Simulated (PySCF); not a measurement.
In(Me)2 (C2H6In), SMILES [CH3][In+][CH3], charge +1.

The structure is a stationary point at B3LYP-D3(BJ)/def2-SVP. The spin state was assumed, not searched. The isomer is the one that the SMILES or the coordinates give; other isomers of the formula were not compared. The def2 effective core potentials stand for the cores of In; spin–orbit coupling is left out.

Computed with ωB97X/def2-TZVPD in PySCF.

The molecule is in vacuum.

| Quantity | Value |
|---|---|
| total energy | -269.74681 hartree |
| point group | D3 |
| highest occupied level | -15.49 eV |
| lowest empty level | -4.64 eV |
| orbital gap | 10.86 eV |
| dipole moment about the centre of nuclear charge | 0.000 e·Å |
| mean static polarisability | 54.9 bohr³ (8.13 Å³) |
| polarisability, principal values | 40.8, 40.8, 83.2 bohr³ |
